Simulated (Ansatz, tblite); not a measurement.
Removing and adding an electron: SeF2. Charge 0, multiplicity 1. Geometry: r2SCAN-D4/def2-TZVP. Ansatz, gas phase; energy differences of separate SCF runs; the oxidised species was run as a doublet alone; the reduced species was run as a doublet alone.

Cartesian coordinates in Å:
```
Se -0.2001 -0.2150 0.7130
F 0.9002 1.0027 0.1380
F -0.7002 -0.7877 -0.8510
```

The xTB rows come from tblite. Correlated methods freeze 11 core orbitals; core or outer-core shells of Se are correlated, in sets that lack core-valence functions.

```
               level  −HOMO (eV)  vertical IE (eV)  −LUMO (eV)  vertical EA (eV)  HOMO–LUMO gap (eV)  IE − EA (eV)                       remarks
            GFN1-xTB       12.26             17.73        9.36              3.98                2.91         13.75                             –
            GFN2-xTB       11.13             15.25        8.09              4.54                3.03         10.70                             –
       HF/def2-TZVPD           –                 –           –             -0.27                   –             –                             –
       HF/def2-TZVPP           –              9.47           –                 –                   –             –                             –
    PBE-D4/def2-TZVP        5.76              9.66        3.34                 –                2.41             –                             –
   PBE-D4/def2-TZVPD        5.86                 –        3.47              0.39                2.40             –  HOMO above zero (-1 doublet)
 r2SCAN-D4/def2-TZVP        6.08              9.81        3.21                 –                2.87             –                             –
r2SCAN-D4/def2-TZVPD        6.15                 –        3.29              0.41                2.86             –  HOMO above zero (-1 doublet)
   PBE0-D4/def2-TZVP        7.19              9.95        2.38                 –                4.80             –                             –
  PBE0-D4/def2-TZVPD        7.26                 –        2.50              0.39                4.75             –  HOMO above zero (-1 doublet)
      MP2/def2-TZVPD           –                 –           –              0.17                   –             –                             –
      MP2/def2-TZVPP           –              9.95           –                 –                   –             –                             –
     CCSD/def2-TZVPD           –                 –           –              0.13                   –             –                             –
     CCSD/def2-TZVPP           –             10.02           –                 –                   –             –                             –
  CCSD(T)/def2-TZVPD           –                 –           –              0.15                   –             –                             –
  CCSD(T)/def2-TZVPP           –              9.95           –                 –                   –             –                             –
```

   A HOMO above zero means that the electron is unbound at that level or that self-interaction error raises the level; the energy of removing that electron tells which. Raw xTB energy differences between charge states are shifted by several eV; the methods need an empirical correction for them. A negative affinity means that the extra electron isn't bound; its size then hangs on the basis.
